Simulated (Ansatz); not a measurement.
Basis-set extrapolation for C2H7NSi2 (`C[SiH2][SiH]1C=N1`) (PBE0-D4/def2-TZVP geometry, frozen core, Ansatz 0.2.0). Multiplicity 1, RHF reference.

```tsv
	def2-TZVPP	def2-QZVPP
HF	-712.144493	-712.168599
MP2 correlation	-0.771673	-0.823970
CCSD(T) correlation	-0.860710	not run
```

Energies in hartree. Use E(X) = E(∞) + A·exp(−7.88·√X) for Hartree–Fock and E(X) = E(∞) + B·X^(−2.97) for correlation, with X = 3 and 4, and add CCSD(T) minus MP2 of the smaller set to the MP2 limit.

Task: What is the CCSD(T) energy at the basis-set limit?

Result: HF limit: -712.168599 + (-0.024106) × 0.13774 = -712.17192. MP2 limit: -0.823970 + (-0.052297) × 0.74074 = -0.86271. Higher-order term: -0.860710 − (-0.771673) = -0.08904. Total: -713.12367 hartree, 311.0 kJ/mol below CCSD(T)/def2-TZVPP.
